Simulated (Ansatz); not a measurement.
System: GeClF, charge 0, singlet. GeClF (SMILES [F][Ge][Cl]).
B3LYP-D3(BJ)/def2-TZVP minimum from Ansatz (a quantum-chemistry and plane-wave program):
```
Ge
F 1 1.7616
Cl 1 2.2028 2 98.70
```
Charge 0, spin multiplicity 1.

Atomisation energy term by term, kcal/mol (programs: Ansatz). Open shells are spin-unrestricted; no spin-orbit coupling. Cores are frozen in correlated methods (noble-gas shells, and filled d and f shells in the p block). No relativity. CBS(X,Y): correlation extrapolated as X^-3, Hartree-Fock from the larger set. A bracket is a step between two methods taken in the basis named.

| term | basis | kcal/mol |
|---|---|---|
| Hartree-Fock | def2-QZVPP | 149.95 |
| CCSD correlation | CBS(def2-TZVPP,def2-QZVPP) | 68.37 |
| (T) | CBS(def2-TZVPP,def2-QZVPP) | 7.62 |
| CCSDT(Q) - CCSD(T) | def2-TZVPP | 0.20 |
| sum: De |  | 226.1 |

The step beyond CCSD(T) by other levels: CCSDT(Q) in def2-SVP 0.71 kcal/mol.
